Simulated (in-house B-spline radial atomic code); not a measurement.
Results of a calculation; reference values are marked as such.
## Extrapolating the RPA correlation energy in partial waves: Ar⁶⁺

All-electron RPA on Hartree-Fock orbitals from an all-electron radial atomic-structure program (B-spline basis), non-relativistic, point nucleus, configuration [Ne] 3s2. With empty states up to angular momentum L the sums are:

```csv
L,E_c(L) (hartree)
3,-0.623301
4,-0.659261
5,-0.673615
```

For large l each further wave adds A/(l + 1/2)⁴, because the basis must build the cusp where two electrons meet.

Task: Estimate the limit from L = 4 and L = 5.

Result: Wave 5 adds -0.014354, against a sum of (l + 1/2)⁻⁴ of 1.09282e-03, so A = -13.135. The sum over l > 5 is ζ(4, 6.5) = 1.5223e-03, close to 1/(3 × 6³) = 1.5432e-03. The tail is -0.019995 and the limit -0.69361 hartree.

Task: How good is the estimate?

Result: A run to L = 11 sums to -0.68885 and extrapolates to -0.69072 hartree, 0.09 millihartree from the run before. The estimate differs from that by -2.89 millihartree, while the bare sum at L = 5 misses 17.1 millihartree (2.5 %).
